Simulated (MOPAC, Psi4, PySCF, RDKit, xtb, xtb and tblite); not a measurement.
Two geometries of C4H8OSi, SMILES C=C[SiH2]C(C)=O, relaxed at GFN2-xTB with one dihedral held; other torsions can differ between them too.

Structure A

```
14

C     -2.3359     0.1348    -0.2777
C     -1.8130    -0.5340     0.7401
Si     0.0312    -0.7054     1.0917
C      0.9610    -0.1518    -0.5036
C      1.0371    -1.1454    -1.6338
O      1.4419     0.9553    -0.5903
H     -1.7178     0.6360    -1.0061
H     -3.4013     0.2204    -0.4312
H     -2.4886    -1.0088     1.4423
H      0.3493    -2.1176     1.3436
H      0.4461     0.1510     2.2010
H      0.0371    -1.5073    -1.8637
H      1.6318    -1.9961    -1.3064
H      1.4897    -0.7032    -2.5191
```

Structure B

```
14

C     -2.9202    -0.6774     0.0334
C     -1.8526    -0.0110     0.4474
Si    -0.1412    -0.7563     0.6927
C      1.0956     0.0800    -0.5370
C      0.5829     1.1470    -1.4674
O      2.2546    -0.2666    -0.5327
H     -2.8749    -1.7287    -0.2002
H     -3.8867    -0.2123    -0.0904
H     -1.9736     1.0436     0.6725
H     -0.1346    -2.1913     0.4090
H      0.3505    -0.4720     2.0436
H      0.2231     1.9847    -0.8727
H     -0.2606     0.7546    -2.0319
H      1.3631     1.4878    -2.1449
```

Q: Which is lower in energy at the level B3LYP-D3(BJ)/def2-TZVP // GFN2-xTB (Psi4 1.11), and by how much?

A: B is lower, by 0.34 kcal/mol (dihedral C2–Si3–C4–O6: 100° in A, 180° in B).

E(B) − E(A) in kcal/mol at the other levels, on the same two geometries: GFN2-xTB (xtb and tblite) 0.34; MMFF94 // GFN2-xTB (RDKit) -0.55; B3LYP/def2-TZVP // GFN2-xTB (Psi4) -0.66; PBE/def2-TZVP // GFN2-xTB (Psi4) -0.79; PBE-D3(BJ)/def2-TZVP // GFN2-xTB (Psi4) -0.60; UFF // GFN2-xTB (RDKit) -0.78; AM1, restricted, heats of formation // GFN2-xTB (MOPAC) -0.36; PM7, restricted, heats of formation // GFN2-xTB (MOPAC) -0.29; GFN1-xTB // GFN2-xTB (xtb) 0.25; restricted B3LYP/6-31G*, spherical d, density fitting // GFN2-xTB (PySCF) -0.79.
